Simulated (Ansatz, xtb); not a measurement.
Two isomers of C5H7BF2O

Structure I: `O=C1CCC[C@@H]1B(F)F`, a singlet. Structure II: `O=C1CC[C@H](B(F)F)C1`, a singlet. Both are isolated molecules in the gas phase, relaxed with PBE0-D3(BJ)/def2-SVP, each in the lowest conformer that the search found.

I (Å):

```xyz
16

C    -0.9815   -2.0890    0.5791
C     0.2073   -2.2057    1.5195
C     1.2371   -1.2204    0.9831
C     0.3854   -0.1034    0.3667
C    -0.7860   -0.8378   -0.2936
B    -2.1469   -0.0760   -0.4265
F    -2.9354   -0.2097   -1.4732
F    -2.5584    0.7361    0.5318
O    -1.9225   -2.8341    0.5259
H     0.5319   -3.2524    1.6043
H    -0.1564   -1.9013    2.5176
H     1.9322   -0.8517    1.7508
H     1.8446   -1.7017    0.1983
H     0.9482    0.5260   -0.3375
H     0.0060    0.5595    1.1622
H    -0.4999   -1.2288   -1.2873
```

II (Å):

```tsv
atom	x (Å)	y (Å)	z (Å)
C	0.1929	-1.8915	2.2954
C	1.6343	-1.4017	2.2749
C	1.6751	-0.3342	1.1880
C	0.6018	-0.7904	0.1679
C	-0.5182	-1.3245	1.0716
B	0.1390	0.3576	-0.7855
F	-0.4349	1.4460	-0.2985
F	0.2953	0.3156	-2.0966
O	-0.3032	-2.6018	3.1268
H	1.9498	-1.0759	3.2763
H	2.2633	-2.2693	2.0073
H	2.6665	-0.2150	0.7283
H	1.3909	0.6445	1.6100
H	1.0127	-1.6225	-0.4281
H	-1.1643	-0.5038	1.4334
H	-1.1781	-2.0766	0.6162
```

Q: Estimate which is lower in electronic energy at CCSD(T)/def2-SVP + ΔMP2/def2-TZVPP, and by roughly how much.

A: The CCSD(T)/def2-SVP + ΔMP2/def2-TZVPP calculation puts structure I lower, by 0.061 eV.

The same difference at several levels:

```tsv
level	geometry	E(II) − E(I) (eV)	departure from the last row (eV)	job, with rough time for the two
GFN2-xTB	GFN2-xTB	+0.062	+0.002	optimisation, 0.22 s
HF/STO-3G	GFN2-xTB	+0.060	0.000	single point, 0.5 s
r2SCAN-D4/def2-SVP	GFN2-xTB	+0.083	+0.022	single point, 5.1 s
PBE0-D3(BJ)/def2-SVP	PBE0-D3(BJ)/def2-SVP	+0.082	+0.022	optimisation, 64 s
HF/def2-SVP	PBE0-D3(BJ)/def2-SVP	+0.076	+0.016	part of the CCSD(T) run
MP2/def2-SVP	PBE0-D3(BJ)/def2-SVP	+0.091	+0.031	part of the CCSD(T) run
CCSD(T)/def2-SVP	PBE0-D3(BJ)/def2-SVP	+0.087	+0.026	single point
CCSD(T)/def2-SVP + ΔMP2/def2-TZVPP	PBE0-D3(BJ)/def2-SVP	+0.061		single point, 3 min
```

As drawn, both hold the same kinds of bond in the same numbers.

None of the levels shown reverses the order. The largest departure from CCSD(T)/def2-SVP + ΔMP2/def2-TZVPP is that of MP2/def2-SVP, 0.031 eV. The last row adds to CCSD(T) the change of the MP2 difference between the two basis sets, here −0.026 eV.

With thermal terms from frequencies at re-optimised GFN2-xTB minima (ideal gas, soft modes damped towards free rotors, one conformer each, 298.15 K, 1 atm): on the last row, ΔE + ΔZPE = +0.053, ΔH = +0.055, ΔG = +0.045 eV.

The correlated steps freeze 9 core orbitals. Programs: Ansatz 0.2.0, xtb 6.7.1; the last row on 4 threads of Arm Neoverse V1 on a shared host.
